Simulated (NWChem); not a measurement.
System: CH2ClF; SMILES FCCl

Parts of the log:

```
             Northwest Computational Chemistry Package (NWChem) 7.3.0
             --------------------------------------------------------

                             Geometry "geometry" -> ""
                             -------------------------

 Output coordinates in angstroms (scale by  1.889725989 to convert to a.u.)

  No.       Tag          Charge          X              Y              Z
 ---- ---------------- ---------- -------------- -------------- --------------
    1 F                    9.0000     0.38919100     1.50579000     0.00000000
    2 C                    6.0000    -0.57154400     0.56504300     0.00000000
    3 Cl                  17.0000     0.13118600    -1.06286200     0.00000000
    4 H                    1.0000    -1.18506600     0.65982600     0.90784100
    5 H                    1.0000    -1.18506600     0.65982600    -0.90784100

 Effective nuclear repulsion energy (a.u.)     101.5275868794

                                 NWChem DFT Module
                                 -----------------

 Summary of "ao basis" -> "ao basis" (spherical)
 ------------------------------------------------------------------------------
       Tag                 Description            Shells   Functions and Types
 ---------------- ------------------------------  ------  ---------------------
 F                          def2-svp                 6       14   3s2p1d
 C                          def2-svp                 6       14   3s2p1d
 Cl                         def2-svp                 8       18   4s3p1d
 H                          def2-svp                 3        5   2s1p

 in cosmo_initialize ...
 calling solv_data for solv:chcl3

 solvent parameters
 solvname_short: chcl3
 solvname_long:  chloroform
 dielec:        4.7113
 dielecinf:     2.0906
 nonaqueous SMD model solvent descriptors
 dielec:        4.7113
 sola:          0.1500
 solb:          0.0200
 solc:          0.0000
 solg:         38.3900
 solh:          0.7500
 soln:          1.4459

          ---------------
          -cosmo- solvent
          ---------------
 Cosmo: York-Karplus, doi: 10.1021/jp992097l
 dielectric constant -eps-     =   4.71
 screen = (eps-1)/(eps    )    =   0.78774
 surface charge correction     = lagrangian

   van der Waals surface
 --------------------------

 ---------- ATOMIC COORDINATES (A.U.) ------------ VDWR(ANG.) --
     1    0.73546435    2.84553050    0.00000000     1.730
     2   -1.08006155    1.06777644    0.00000000     1.850
     3    0.24790559   -2.00851794    0.00000000     2.380
     4   -2.23945002    1.24689034    1.71557073     1.200
     5   -2.23945002    1.24689034   -1.71557073     1.200
 number of segments per atom =        128
 number of   points per atom =        128
 atom (   nspa,  nppa )
 ----------------------
    1 (     80,     0 )       0
    2 (     34,     0 )       0
    3 (    104,     0 )       0
    4 (     51,     0 )       0
    5 (     51,     0 )       0
 number of -cosmo- surface points =      320
 molecular surface =     98.981 angstrom**2
 molecular volume  =     78.132 angstrom**3
 -lineq- algorithm             =   0
 -bem- low  level              =   3
 -bem- from -octahedral-
 gaussian surface charge width =   4.50000
 degree of switching           =   1.00000
 switching function tolerance  =   0.00010
 atomic radii =
 --------------
    1  9.000  1.730
    2  6.000  1.850
    3 17.000  2.380
    4  1.000  1.200
    5  1.000  1.200
 ...... end of -cosmo- initialization ......

 nat:                     5
 ixmem:                  1509
 calling mnsol_interface()
 G(SMD-CDS) energy (kcal/mol)  =    -0.698
 SMD-CDS SASA (angstrom**2)    =    98.742

[...]

                                COSMO-SMD solvation results
                                ---------------------------

             internal energy in gas <Psi(g)|H|Psi(g)> =      -599.098984359347
         internal energy in solvent <Psi(s)|H|Psi(s)> =      -599.098436577668
                               delta internal energy  =         0.000547781679 (    0.34 kcal/mol)
   total free energy in solvent <Psi(s)|H+V/2|Psi(s)> =      -599.103241678924
 polarization energy contribution <Psi(s)|V/2|Psi(s)> =        -0.004805101256 (   -3.02 kcal/mol)
    total free energy in solvent including G(SMD-CDS) =      -599.104354095416
                       G(SMD-CDS) energy contribution =        -0.001112416492 (   -0.70 kcal/mol)
     1 M fixed-concentration free energy of solvation =        -0.005369736069 (   -3.37 kcal/mol)

                       DFT Final Molecular Orbital Analysis
                       ------------------------------------

 Vector   15  Occ=2.000000D+00  E=-3.706455D-01
              MO Center=  4.6D-02,  4.2D-01,  6.1D-09, r^2= 2.4D+00
   Bfn.  Coefficient  Atom+Function         Bfn.  Coefficient  Atom+Function
  ----- ------------  ---------------      ----- ------------  ---------------
     4      0.349815  1 F  px                 5     -0.326781  1 F  py
    40      0.327087  3 Cl py                37      0.273963  3 Cl py
     7     -0.243422  1 F  px                 8      0.235247  1 F  py
    18      0.194971  2 C  px                39     -0.174009  3 Cl px
    19     -0.169593  2 C  py                34      0.156105  3 Cl py

 Vector   16  Occ=2.000000D+00  E=-3.176493D-01
              MO Center=  1.1D-01, -9.2D-01, -7.9D-09, r^2= 1.4D+00
   Bfn.  Coefficient  Atom+Function         Bfn.  Coefficient  Atom+Function
  ----- ------------  ---------------      ----- ------------  ---------------
    39      0.579648  3 Cl px                36      0.435574  3 Cl px
    40      0.256190  3 Cl py                33      0.252563  3 Cl px
    37      0.187179  3 Cl py                 5     -0.144100  1 F  py
    34      0.108668  3 Cl py                 8      0.102463  1 F  py
    22      0.067688  2 C  py                 3     -0.066264  1 F  s

 Vector   17  Occ=2.000000D+00  E=-2.982483D-01
              MO Center= -5.0D-02, -6.7D-01, -1.5D-08, r^2= 1.9D+00
   Bfn.  Coefficient  Atom+Function         Bfn.  Coefficient  Atom+Function
  ----- ------------  ---------------      ----- ------------  ---------------
    41      0.605328  3 Cl pz                38      0.440940  3 Cl pz
    35      0.255378  3 Cl pz                20     -0.197349  2 C  pz
    47     -0.186765  4 H  s                 52      0.186765  5 H  s
     6     -0.144779  1 F  pz                 9      0.103542  1 F  pz
    48     -0.096934  4 H  s                 53      0.096934  5 H  s

 Vector   18  Occ=0.000000D+00  E= 4.790613D-02
              MO Center= -4.9D-01, -4.8D-02, -6.8D-09, r^2= 2.9D+00
   Bfn.  Coefficient  Atom+Function         Bfn.  Coefficient  Atom+Function
  ----- ------------  ---------------      ----- ------------  ---------------
    17      1.325743  2 C  s                 40     -0.728613  3 Cl py
    48     -0.667563  4 H  s                 53     -0.667563  5 H  s
    22     -0.611983  2 C  py                32     -0.597949  3 Cl s
    19     -0.434047  2 C  py                16      0.411114  2 C  s
    39      0.355296  3 Cl px                37     -0.233286  3 Cl py

 Vector   19  Occ=0.000000D+00  E= 9.130803D-02
              MO Center= -9.1D-01,  5.0D-01,  1.2D-08, r^2= 3.6D+00
   Bfn.  Coefficient  Atom+Function         Bfn.  Coefficient  Atom+Function
  ----- ------------  ---------------      ----- ------------  ---------------
    17      1.277825  2 C  s                 48     -1.249557  4 H  s
    53     -1.249557  5 H  s                 21     -0.981490  2 C  px
    18     -0.411368  2 C  px                40      0.386039  3 Cl py
    31      0.226240  3 Cl s                  3      0.222530  1 F  s
    22      0.207862  2 C  py                19      0.194630  2 C  py

 Vector   20  Occ=0.000000D+00  E= 1.221141D-01
              MO Center= -1.3D+00,  6.6D-01, -2.1D-09, r^2= 3.6D+00
   Bfn.  Coefficient  Atom+Function         Bfn.  Coefficient  Atom+Function
  ----- ------------  ---------------      ----- ------------  ---------------
    48      1.603919  4 H  s                 53     -1.603919  5 H  s
    23     -1.178232  2 C  pz                20     -0.434710  2 C  pz
     9      0.141879  1 F  pz                41      0.116508  3 Cl pz
    47      0.101261  4 H  s                 52     -0.101261  5 H  s
     6     -0.080066  1 F  pz                43     -0.060126  3 Cl d -1

     Multipole analysis of the density
     ---------------------------------

     L   x y z        total         alpha         beta         nuclear
     -   - - -        -----         -----         ----         -------
     0   0 0 0     -0.000000    -17.000000    -17.000000     34.000000

     1   1 0 0     -0.796068     -0.335187     -0.335187     -0.125695
     1   0 1 0      0.191557     -0.086926     -0.086926      0.365409
     1   0 0 1      0.000000      0.000000      0.000000      0.000000

     2   2 0 0    -16.532962    -19.737688    -19.737688     22.942413
     2   1 1 0     -1.365318      0.384288      0.384288     -2.133895
     2   1 0 1     -0.000000     -0.000000     -0.000000      0.000000
     2   0 2 0    -19.064116    -85.234157    -85.234157    151.404198
     2   0 1 1     -0.000000     -0.000000     -0.000000      0.000000
     2   0 0 2    -16.911428    -11.398897    -11.398897      5.886366
```

Level: B3LYP/def2-SVP, SMD on the gas-phase geometry. Structure relaxed at the PBE0/def2-SVP level. Solvent: chloroform.

**Question.** Write an input that gives this output.

**Answer.** One answer among several that fit: the input that was run:
```
start job
memory heap 200 mb stack 900 mb global 1100 mb
geometry units angstroms noautosym nocenter noautoz
  F      0.389191     1.505790     0.000000
  C     -0.571544     0.565043     0.000000
  Cl     0.131186    -1.062862     0.000000
  H     -1.185066     0.659826     0.907841
  H     -1.185066     0.659826    -0.907841
end
basis spherical
  F library def2-svp
  C library def2-svp
  Cl library def2-svp
  H library def2-svp
end
dft
  xc b3lyp
  iterations 150
end
cosmo
  do_cosmo_smd true
  solvent chcl3
end
task dft energy
```
